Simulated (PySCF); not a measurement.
## Excitation energy of V²⁺ by level of theory

V²⁺ [Ar] 3d3 (4F) → V²⁺ [Ar] 3d2 4p1 (high-spin determinant), as a difference of total energies. All numbers are calculated (PySCF 2.14, no relativity, point nucleus, in def2-QZVPPD (11s6p5d3f2g, 93 functions)). Correlated levels: valence: [Ar] frozen; valence and next inner shell: [Ne] frozen. The calculations carry no spin-orbit coupling.

| method | excitation energy (eV) |
| --- | --- |
| UHF | 10.393 |
| LDA | 10.988 |
| PBE | 10.792 |
| PBE0 | 10.875 |
| r2SCAN | 11.057 |
| TPSSh | 10.764 |
| revPBE | 10.775 |
| B97-3 | 10.887 |
| HSE06 | 10.837 |
| MP2 (valence) | 10.658 |
| SCS-MP2 (valence) | 10.481 |
| MP2 (valence and next inner shell) | 10.953 |
| SCS-MP2 (valence and next inner shell) | 10.781 |

How much does correlation contribute at MP2 (valence and next inner shell)?

10.953 − (10.393) = 0.560 eV, measured against UHF.

A first-order spin-orbit estimate (lowest level to lowest level, LS coupling) adds -0.031 eV.

The determinant of the upper state mixes LS terms, which raises its energy above the lowest term, most at the Hartree-Fock and MP2 levels.
